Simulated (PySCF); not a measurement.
This PySCF input asks for the NMR shieldings of SMILES C(=C/BCC)/OC(F)(F)F, C5H8BF3O; the geometry comes from GFN2-xTB.

```python
import basis_set_exchange as bse
import numpy as np
from pyscf import gto, dft
from pyscf.prop import nmr

atoms = """
C     2.885061    0.310169   -0.450029
C     2.196482   -0.084880    0.857138
B     0.662201    0.230585    1.001237
C    -0.124135    0.937295   -0.134118
C    -1.379577    0.685738   -0.483359
O    -2.119797   -0.310265    0.168880
C    -3.370791   -0.453136   -0.215792
F    -3.948071   -1.422689    0.480244
F    -3.503450   -0.772206   -1.518380
F    -4.120666    0.652878   -0.050176
H     3.930292    0.005865   -0.444038
H     2.849501    1.387611   -0.593917
H     2.398674   -0.163818   -1.299204
H     2.730266    0.380862    1.692583
H     2.336438   -1.159518    1.015586
H     0.110362   -0.067761    1.989039
H     0.368188    1.690141   -0.735084
H    -1.909738    1.172830   -1.292267
"""
names = dict.fromkeys(["C", "B", "O", "F", "H"], "pcSseg-1")
basis = {el: gto.basis.parse(bse.get_basis(n, elements=[el], fmt="nwchem")) for el, n in names.items()}
mol = gto.M(atom=atoms, basis=basis, charge=0, verbose=0)
mf = dft.RKS(mol, xc="PBE0")
mf.grids.level = 2
mf.grids.alignment = dft.numint.BLKSIZE   # the property module wants whole blocks of grid points
mf.conv_tol = 1e-9
mf.kernel()

calc = nmr.RKS(mf)   # GIAO
C = mf.mo_coeff
Co = C[:, mf.mo_occ > 0]
resp = mf.gen_response(singlet=True, hermi=2)
def vind(x):   # induced exchange potential for any number of trial vectors
    d = np.einsum("pi,xij,qj->xpq", C, 2 * x.reshape(-1, C.shape[1], Co.shape[1]), Co, optimize=True)
    return np.einsum("xpq,pi,qj->xij", resp(d - d.transpose(0, 2, 1)), C, Co, optimize=True).ravel()
mo1, _ = nmr.rhf.solve_mo1(calc, with_cphf=vind)
sigma = calc.kernel(mo1)
for i, s in enumerate(sigma):   # ppm
    w = np.linalg.eigvalsh((s + s.T) / 2)
    print("%2d %-2s iso %8.1f  s11 %8.1f  s22 %8.1f  s33 %8.1f" % (i, mol.atom_pure_symbol(i), w.mean(), *w))
```

Problem. What are the results?

Solution. 
```
 0 C  iso    175.4  s11    168.8  s22    173.3  s33    183.9
 1 C  iso    161.1  s11    132.6  s22    168.8  s33    182.0
 2 B  iso     22.2  s11    -49.4  s22     -7.6  s33    123.5
 3 C  iso     63.3  s11    -56.0  s22     79.0  s33    166.8
 4 C  iso     30.3  s11    -72.8  s22     65.3  s33     98.5
 5 O  iso    147.9  s11     96.6  s22    137.8  s33    209.2
 6 C  iso     56.6  s11     52.0  s22     54.1  s33     63.6
 7 F  iso    248.1  s11    185.7  s22    205.1  s33    353.4
 8 F  iso    239.2  s11    161.8  s22    195.2  s33    360.5
 9 F  iso    238.9  s11    160.9  s22    196.1  s33    359.6
10 H  iso     30.5  s11     25.4  s22     28.6  s33     37.4
11 H  iso     30.6  s11     26.8  s22     28.8  s33     36.1
12 H  iso     30.6  s11     26.7  s22     29.4  s33     35.7
13 H  iso     30.0  s11     25.0  s22     29.3  s33     35.8
14 H  iso     30.2  s11     25.7  s22     28.9  s33     35.9
15 H  iso     23.9  s11     17.9  s22     25.1  s33     28.6
16 H  iso     25.4  s11     21.4  s22     24.5  s33     30.3
17 H  iso     24.6  s11     20.9  s22     23.1  s33     29.8
```

These numbers come from an equivalent density-fitted implementation of the same equations, which agrees with the script to about 0.01 ppm for H and up to a few tenths of a ppm for heavy atoms, so last digits may differ.

Size and cost of the density-fitted run: 210 basis functions, 71 s wall time on 1 thread of an Arm Neoverse N1, shared host; peak memory 0.93 GiB.
